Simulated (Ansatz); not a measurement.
A search over several starts for the lowest SCF solution of BMe2(NH2) (C₂H₈BN) at the given spin, in a small basis.

```yaml
crystal:
  periodic: [false, false, false]
  atoms:
    - {symbol: B, position_ang: [-0.098473, -0.169111, 0.000962]}
    - {symbol: C, position_ang: [1.485248, -0.179933, 0.007194]}
    - {symbol: H, position_ang: [1.932458, -1.186989, -0.006384]}
    - {symbol: H, position_ang: [1.866529, 0.345234, 0.900635]}
    - {symbol: H, position_ang: [1.881073, 0.378083, -0.859069]}
    - {symbol: C, position_ang: [-0.891223, 1.201656, -0.024447]}
    - {symbol: H, position_ang: [-1.987623, 1.092552, -0.006937]}
    - {symbol: H, position_ang: [-0.624285, 1.781278, -0.925553]}
    - {symbol: H, position_ang: [-0.600227, 1.832419, 0.833688]}
    - {symbol: N, position_ang: [-0.802138, -1.379189, 0.021692]}
    - {symbol: H, position_ang: [-0.348943, -2.283588, 0.033561]}
    - {symbol: H, position_ang: [-1.812395, -1.432411, 0.024656]}
basis:
  gaussian: {orbitals: def2-SVP, initial_orbitals: start.molden}
hamiltonian: {xc: pbe0, dispersion: d4}
output: {orbitals: {seedname: orbitals}}
```

The file start.molden holds the orbitals of an earlier run on this structure, at another level or in another basis.

```sh
$ ansatz run in.yaml --threads 4 --pin off --events-out ev --progress --plain --max-ram 3916MiB
```

Output, abridged:

```
Functional definition: PBE0
1106 factors; their error is unknown
mean field evaluation 1: about -4364.1421 eV, gradient 1.7e-1 eV
mean field evaluation 2: about -4364.1337 eV, gradient 3.2e-4 eV
mean field evaluation 4: about -4364.1337 eV, gradient 2.0e-5 eV
mean field evaluation 8: about -4364.1235 eV, gradient 2.9e0 eV
mean field evaluation 16: about -4364.1337 eV, gradient 4.6e-4 eV
mean field -4364.13368628 eV, -160.3789548546 hartree, gradient 2.0e-5 eV, S^2 0.000000; 1 other end points of the search recorded, 0 dependent functions left out
reference -4364.13371223 eV, -160.3789558083 hartree; 16, 16 occupied and 80, 80 virtual orbitals, 1106 factors
Total energy: -4364.28468311 eV, -160.3845038859 hartree
```

It took 1.1 s on 4 threads of Arm Neoverse V1 on a shared host.
